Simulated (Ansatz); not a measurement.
Reaction (redistribution): `N[SiH2]S[SiH3]` + `O[BH][SbH2]` → `N[SiH2][SbH2]` + `OBS[SiH3]`

Gas-phase electronic energies from Ansatz, PBE0-D4/def2-TZVP geometries. CCSD(T)/CBS is the MP2 limit (def2-TZVPP, def2-QZVPP) plus CCSD(T) − MP2 in def2-TZVPP, frozen cores. Functionals use def2-TZVPP. B3LYP here is the variant with VWN-RPA as its local correlation; programs differ in this. Elements past krypton have def2 core potentials. For Sb outer-core shells are correlated without core-valence functions, which leaves a few kJ/mol of doubt a bond. Each species was taken in one conformer, which may not be the lowest.

`N[SiH2]S[SiH3]`:

Cartesian coordinates in Å:
```
N 0.754 2.207 -0.878
Si 0.571 0.848 0.138
S -1.437 0.071 0.190
Si -0.922 -1.988 0.402
H 0.552 2.145 -1.863
H 0.549 3.126 -0.520
H 0.964 1.280 1.500
H 1.433 -0.266 -0.335
H -0.281 -2.510 -0.832
H -2.190 -2.716 0.655
H 0.007 -2.198 1.543
```

`O[BH][SbH2]`:

Cartesian coordinates in Å:
```
O 0.166 -0.399 1.640
B 0.692 -0.450 0.404
Sb -0.516 -0.190 -1.495
H -0.768 -0.175 1.665
H 1.862 -0.699 0.330
H -1.764 0.664 -0.688
H 0.328 1.249 -1.857
```

`N[SiH2][SbH2]`:

```xyz
9

N     1.370   -0.326   -0.811
Si   -0.334   -0.189   -0.604
Sb   -0.801   -0.434    1.918
H     1.987    0.320   -0.345
H     1.743   -0.598   -1.707
H    -0.949   -1.321   -1.347
H    -0.949    1.069   -1.122
H     0.149    0.960    2.212
H    -2.217    0.518    1.805
```

`OBS[SiH3]`:

Z-matrix (Å, degrees):
```
Si
S 1 2.136
H 1 1.493 2 110.4
H 1 1.481 2 108.8 3 -119.0
H 1 1.483 2 111.1 3 119.9
B 2 1.826 1 104.8 3 -18.1
O 6 1.345 2 127.3 1 3.2
H 6 1.193 2 114.5 1 -177.3
H 7 0.964 6 114.8 2 1.8
```

```csv
level,ΔE (kcal/mol),difference from CCSD(T)/CBS
PBE-D4,-7.4,-2.1
r2SCAN-D4,-6.5,-1.2
PBE0-D4,-6.7,-1.4
B3LYP-D4,-6.6,-1.3
ωB97X-V,-5.3,0.0
ωB97M-V,-5.1,0.2
B2PLYP,-5.9,-0.6
PBE,-7.4,-2.1
r2SCAN,-6.5,-1.2
PBE0,-6.7,-1.4
B3LYP,-6.6,-1.3
HF/def2-TZVPP,-4.4,0.9
MP2/def2-TZVPP,-5.0,0.3
SCS-MP2/def2-TZVPP,-4.6,0.7
CCSD/def2-TZVPP,-4.9,0.4
CCSD(T)/def2-TZVPP,-5.2,0.1
HF/def2-QZVPP,-4.3,1.0
MP2/def2-QZVPP,-5.0,0.3
SCS-MP2/def2-QZVPP,-4.6,0.7
HF/CBS(def2),-4.3,1.0
MP2/CBS(def2),-5.0,0.3
CCSD/CBS(def2),-5.0,0.3
CCSD(T)/CBS,-5.3,0
```

Largest T1 diagnostic among the species: 0.015.
